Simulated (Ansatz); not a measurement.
The cluster Pt₄. The state is a singlet with charge 0. Geometry relaxed at PBE0-D4/def2-SVP.

```xyz
4

Pt   -0.138   -0.168   -1.704
Pt   -1.508   -0.781    0.253
Pt    1.699    0.226   -0.107
Pt   -0.053    0.723    1.557
```

In the def2 sets Pt takes a core potential; there is no spin–orbit coupling. The restricted singlet is unstable towards broken spin symmetry at other levels; at PBE0-D4/def2-SVP this wasn't settled. The relaxation made no stability test and no search for a lower SCF solution. The geometry of the singlet was relaxed on an unsound state (restricted singlet, unstable towards broken spin symmetry at other levels and untested here). The structure comes from a short search, and lower isomers may exist.

Task: Estimate the harmonic wavenumbers at RKS PBE0-D4/def2-SVP (Ansatz, unscaled). Is this a minimum?

Result: 23, 52, 183, 185, 185, 202 cm⁻¹. Yes, no mode is imaginary beyond noise. Zero-point energy 5.0 kJ/mol. It took 27 s on 4 threads of Arm Neoverse V2 on a shared host.
